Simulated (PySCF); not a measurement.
## Ionising TlB

PBE; Tl def2-SVPD with ECP60, B def2-SVPD; scalar-relativistic core potentials (PySCF 2.14). Neutral (UKS): triplet (σ ↑, π ↑), Re = 2.515 Å, ωe = 327 cm⁻¹, De = 1.88 eV, HOMO -4.00 eV, LUMO -3.73 eV.

TlB⁺ (UKS): doublet (σ ↑), Re = 3.110 Å, ωe = 168 cm⁻¹. The energies at the minima are -197.18146 hartree for TlB and -196.93985 for TlB⁺.

(1) Work out the adiabatic ionisation energy, without and with harmonic zero-point energies (1 hartree = 27.2114 eV, 1 eV = 8065.5 cm⁻¹), and the change of the bond length.

TlB⁻ (UKS): quartet (σ ↑, π ↑↑), Re = 2.316 Å, ωe = 412 cm⁻¹. The energies at the minima are -197.18146 hartree for TlB and -197.23247 for TlB⁻.

(2) Work out the adiabatic electron affinity, without and with harmonic zero-point energies (1 hartree = 27.2114 eV, 1 eV = 8065.5 cm⁻¹), and the change of the bond length.

Spin–orbit coupling is left out, which matters for elements this heavy, above all for dissociation energies. The highest Kohn–Sham level is positive in this anion. Much of that is self-interaction error, but it also means that the finite basis helps to hold the extra electron. States were picked by a PBE0 search and need not be the measured ground states.

Answers

(1) At PBE: 0.24161 hartree = 6.575 eV between the minima; the zero-point term (168.0 − 327.0)/2 cm⁻¹ = -0.010 eV makes it 6.565 eV. Re changes by +59.5 pm against the neutral. The electron leaves a π orbital, and the ion is left as a loose complex of an ion and an atom.

(2) At PBE: 0.05101 hartree = 1.388 eV between the minima; the zero-point term (327.0 − 412.0)/2 cm⁻¹ = -0.005 eV makes it 1.383 eV. Re changes by -19.9 pm against the neutral. The electron enters a π orbital, and the shorter bond of the ion fits a bonding orbital, or a change in how ionic the bond is.
